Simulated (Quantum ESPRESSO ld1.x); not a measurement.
The numbers below are computed, except where a source is named.
Problem. Radial electron density D(r) = 4 pi r^2 rho(r) of an atom or ion with 48 electrons. Code: ld1.x of Quantum ESPRESSO 7.5. Model: scalar-relativistic Kohn-Sham, LDA (Slater exchange, Perdew-Zunger correlation), spin-polarised, spherical densities, point nucleus.

r (bohr)  D(r) (e/bohr)
0.003455          13.09
0.004572          19.64
0.006001          28.13
0.00794           38.83
0.01051           50.38
0.0139            60.37
0.01839           65.64
0.02414           64.45
0.03194           59.18
0.04226           57.58
0.05592           66.62
0.07399           80.94
0.0979            83.18
0.1285            68.83
0.17              59.07
0.225             67.48
0.2977            65.58
0.3938            39.19
0.5211            22.06
0.684             24.44
0.905             22.11
1.197             11.93
1.584             4.851
2.096             1.900
2.774            0.5737
3.641           0.09266
4.817          0.005148

What is the nuclear charge?

Solution. Z = 51. The innermost maximum, from 1s, lies near gamma/Z bohr with gamma = sqrt(1 - (Z/c)^2) = 0.928, here 0.0182 bohr (found: 0.0199), and its height grows with Z. The density is that of the antimony ion Sb3+ in [Kr] 4d10 5s2; the configuration itself is not fixed sharply by these data, and Z only to a few units. D(r) has 4 maxima, at r = 0.0199, 0.0882, 0.256, 0.747 bohr, and minima at 0.0390, 0.169, 0.551 bohr, inside which lie 1.99, 11.20, 29.03 electrons.
